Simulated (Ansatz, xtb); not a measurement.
# BGeH5O2: where a starting geometry ends

The starting geometry of this gas-phase singlet was built from a drawn formula by distance geometry; its bonds are those of `[BH3-][OH+][GeH]=[O]`.

```tsv
atom	x (Å)	y (Å)	z (Å)
B	0.0203	1.4356	-0.3437
Ge	1.4966	-1.1307	-0.5139
O	1.3075	0.7290	-0.2599
O	0.9726	-1.3281	-2.1303
H	-0.8887	0.7042	0.0026
H	0.0589	2.3485	0.4478
H	-0.2095	1.8551	-1.4043
H	2.2370	1.1647	-0.1179
H	0.4741	-2.0218	0.4199
```

**Question.** Where would you expect an optimisation with r2SCAN-D4/def2-SVP to take it?

**Answer.** A new bond forms, giving a structure with H5 bridging B1 and Ge2, given below by its coordinates. Distances that change by over a tenth: B1–Ge2 (2.97 → 2.37 Å), B1–H5 (1.22 → 1.38 Å). Contacts that close: Ge2–H5 (3.05 → 1.72 Å).

The energy falls by 2.60 eV over 15 steps:

```json
{"step": "1", "E − E(last) (eV)": "2.603"}
{"step": "3", "E − E(last) (eV)": "1.159"}
{"step": "4", "E − E(last) (eV)": "0.740"}
{"step": "6", "E − E(last) (eV)": "0.245"}
{"step": "7", "E − E(last) (eV)": "0.104"}
{"step": "9", "E − E(last) (eV)": "0.021"}
{"step": "10", "E − E(last) (eV)": "0.009"}
{"step": "12", "E − E(last) (eV)": "0.000"}
{"step": "13", "E − E(last) (eV)": "0.000"}
{"step": "15", "E − E(last) (eV)": "0.000"}
```

Final geometry (Å):

```yaml
atoms:
  - { symbol: B, position_ang: [0.1954, 1.4346, -0.2420] }
  - { symbol: Ge, position_ang: [0.6709, -0.8670, -0.5586] }
  - { symbol: O, position_ang: [1.5915, 0.8267, -0.0862] }
  - { symbol: O, position_ang: [1.2074, -1.4768, -1.9803] }
  - { symbol: H, position_ang: [-0.5431, 0.3488, -0.6759] }
  - { symbol: H, position_ang: [-0.3102, 1.6730, 0.8276] }
  - { symbol: H, position_ang: [0.0889, 2.1864, -1.1803] }
  - { symbol: H, position_ang: [2.1606, 1.0585, -0.8389] }
  - { symbol: H, position_ang: [0.4074, -1.4279, 0.8350] }
```

From the same start GFN2-xTB ends elsewhere, differing in B1–Ge2 (3.51 against 2.37 Å here), B1–H5 (3.69 against 1.38 Å here), Ge2–O3 (2.35 against 1.98 Å here).

The end wasn't checked by frequencies. Run with Ansatz 0.2.0, 26 s on 2 threads of Intel(R) Xeon(R) Platinum 8488C (Sapphire Rapids), with other jobs on the host.
